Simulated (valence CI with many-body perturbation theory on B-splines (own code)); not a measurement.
## Energy levels of Tb¹⁴⁺

Level of theory: relativistic CI+MBPT: five valence electrons over a frozen Dirac-Fock core [Kr] 4d10, radial functions for each j: 7 s, 7 p, 7 d, 7 f, 4 g, 2 h, with the one-electron correlation potential Σ1, the two-electron term Σ2, the three-electron term Σ3, Breit, model QED; selected CI, second order for the rest, scaled by the run's own slope (own B-spline code, finite nucleus).

No measured levels were compared; by estimate terms of the open shell hold to a few per cent of their energy, and close levels can change places; configurations with another count of f electrons can be misplaced by thousands of cm⁻¹. Among the levels kept, up to 1200 cm⁻¹ of a level comes from second order outside the variational space, and about a tenth of that is noise between levels of different J, which matters for small intervals. The lowest computed level is not the ground level that NIST lists (6H°5/2, for many ions itself from theory).

Levels 136 to 180 of 206, with energies above the lowest level, 4f4.5s 6I_7/2. "Leading %" is the weight of the configuration and term that name the level; weights of strongly mixed levels are sums over their largest components and can fall short. Lifetimes count E1, E2, E3, M1 and M2 decay at the calculated energies, and are blank where another channel may lead or the interval is too uncertain; long ones can be off by a factor of two.

| No. | Configuration | Term | J | E (cm⁻¹) | Leading % | Lifetime | Second component |
| --- | --- | --- | --- | --- | --- | --- | --- |
| 136 | 4f4.5s | 4F | 9/2 | 70755 | 75 | 6.24 ms | 14 % 4f4.5s 2G |
| 137 | 4f4.5s | 2G | 7/2 | 71144 | 47 | 6.08 ms | 38 % 4f4.5s 2F |
| 138 | 4f5 | 4F° | 3/2 | 71184 | 86 | 393 μs |  |
| 139 | 4f4.5s | 2F | 5/2 | 71250 | 61 | 5.97 ms | 19 % 4f4.5s 2D |
| 140 | 4f5 | 4M° | 15/2 | 72403 | 66 | 657 μs | 13 % 4f5 2L° |
| 141 | 4f4.5s | 2D | 5/2 | 72881 | 51 | 14.2 ms | 37 % 4f4.5s 2F |
| 142 | 4f4.5s | 2D | 3/2 | 73187 | 65 | 11.0 ms | 18 % 4f4.5s 2P |
| 143 | 4f3.5s2 | 4D° | 5/2 | 73529 | 56 | 395 μs | 21 % 4f3.5s2 2D° |
| 144 | 4f4.5s | 2I | 11/2 | 73549 | 54 | 2.16 ms | 25 % 4f4.5s 2H |
| 145 | 4f4.5s | 4D | 1/2 | 73713 | 93 | 1.12 ms | 5 % 4f4.5s 2P |
| 146 | 4f3.5s2 | 4D° | 3/2 | 73801 | 65 | 301 μs | 22 % 4f3.5s2 2D° |
| 147 | 4f5 | 4I° | 9/2 | 73818 | 90 | 152 μs | 6 % 4f5 2H° |
| 148 | 4f5 | 4G° | 7/2 | 73951 | 55 | 378 μs | 28 % 4f5 4F° |
| 149 | 4f4.5s | 4G | 11/2 | 74182 | 36 | 3.22 ms | 28 % 4f4.5s 2I |
| 150 | 4f4.5s | 2H | 9/2 | 74219 | 47 | 3.00 ms | 22 % 4f4.5s 4G |
| 151 | 4f5 | 4I° | 11/2 | 74347 | 48 | 154 μs | 26 % 4f5 4K° |
| 152 | 4f3.5s2 | 2P° | 3/2 | 74875 | 47 | 2.89 ms | 42 % 4f3.5s2 2D° |
| 153 | 4f5 | 4I° | 13/2 | 75128 | 38 | 180 μs | 32 % 4f5 4K° |
| 154 | 4f4.5s | 4D | 3/2 | 75582 | 86 | 1.13 ms | 5 % 4f4.5s 4F |
| 155 | 4f3.5s2 | 2I° | 11/2 | 75589 | 61 | 398 μs | 15 % 4f5 4I° |
| 156 | 4f4.5s | 2K | 15/2 | 75651 | 88 | 11.2 ms | 6 % 4f4.5s 4I |
| 157 | 4f4.5s | 4G | 7/2 | 75832 | 34 | 1.31 ms | 28 % 4f4.5s 4F |
| 158 | 4f4.5s | 4G | 5/2 | 76010 | 48 | 1.22 ms | 24 % 4f4.5s 4D |
| 159 | 4f5 | 4M° | 17/2 | 76022 | 79 | 802 μs | 10 % 4f5 4L° |
| 160 | 4f3.5s2 | 4D° | 1/2 | 76431 | 74 | 299 μs | 16 % 4f3.5s2 2P° |
| 161 | 4f4.5s | 2I | 13/2 | 76497 | 43 | 3.63 ms | 30 % 4f4.5s 2K |
| 162 | 4f4.5s | 4F | 9/2 | 76656 | 27 | 1.57 ms | 18 % 4f4.5s 2H |
| 163 | 4f4.5s | 2I | 13/2 | 77080 | 41 | 5.24 ms | 39 % 4f4.5s 2K |
| 164 | 4f3.5s2 | 2L° | 15/2 | 77686 | 34 | 357 μs | 27 % 4f5 4I° |
| 165 | 4f4.5s | 4G | 7/2 | 78035 | 33 | 1.18 ms | 31 % 4f4.5s 2F |
| 166 | 4f5 | 4F° | 5/2 | 78093 | 49 | 251 μs | 32 % 4f5 4G° |
| 167 | 4f4.5s | 4D | 5/2 | 78168 | 54 | 1.23 ms | 28 % 4f4.5s 4G |
| 168 | 4f3.5s2 | 2L° | 15/2 | 78293 | 47 | 396 μs | 16 % 4f5 4M° |
| 169 | 4f4.5s | 2D | 3/2 | 78458 | 78 | 5.87 ms | 11 % 4f4.5s 2P |
| 170 | 4f5 | 4G° | 9/2 | 78909 | 68 | 316 μs | 18 % 4f5 4F° |
| 171 | 4f5 | 4M° | 19/2 | 79065 | 88 | 1.04 ms | 9 % 4f5 4L° |
| 172 | 4f4.5s | 2D | 5/2 | 79393 | 54 | 6.06 ms | 25 % 4f4.5s 2F |
| 173 | 4f3.5s2 | 2I° | 13/2 | 79658 | 93 | 1.15 ms |  |
| 174 | 4f3.5s2 | 4D° | 7/2 | 79672 | 72 | 517 μs | 17 % 4f5 4D° |
| 175 | 4f4.5s | 4G | 11/2 | 80330 | 45 | 1.73 ms | 31 % 4f4.5s 2H |
| 176 | 4f4.5s | 4G | 9/2 | 80390 | 43 | 2.89 ms | 31 % 4f4.5s 2H |
| 177 | 4f5 | 6P° | 5/2 | 80611 | 29 | 77.7 μs | 28 % 4f5 4P° |
| 178 | 4f5 | 4L° | 13/2 | 80662 | 60 | 311 μs | 36 % 4f5 4I° |
| 179 | 4f3.5s2 | 2L° | 17/2 | 81126 | 89 | 1.22 ms | 5 % 4f5 2L° |
| 180 | 4f4.5s | 4K | 11/2 | 81235 | 76 | 443 μs | 9 % 4f4.5s 2I |

Names give the largest LS component (configuration and term), which can be under half, so a name can repeat, a term be missing and a line seem to break the LS rules; names also repeat where a configuration has a term twice.

Where two levels of one J and parity lie close, their mixing, g and order are uncertain.
